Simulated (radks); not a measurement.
Q: These are the eigenvalues of the occupied orbitals of an atom or ion with whole-number occupations (hartree). Calculated with a radial shooting solver on a logarithmic mesh with Libxc functionals: Dirac Kohn-Sham, relativistic LDA (MacDonald-Vosko exchange, VWN5 correlation), spin-unpolarised, spherical densities, finite nucleus; Fermi nuclear charge, rms radius of each element as measured or else 0.836 A^(1/3) + 0.57 fm.

orbital  eigenvalue
1s1/2     -10.91365

Which element is it, and in what charge state? The configuration may be excited. Open shells, if any, fill j = l - 1/2 first.

A: Z = 5, boron, charge +4: B4+ in 1s1. The 1s level, -10.914 hartree, gives Z - s = 4.7 by -(Z - s)^2/2, which with screening and relativity narrows Z to a few neighbours, and the depths must fix Z and the occupations together.
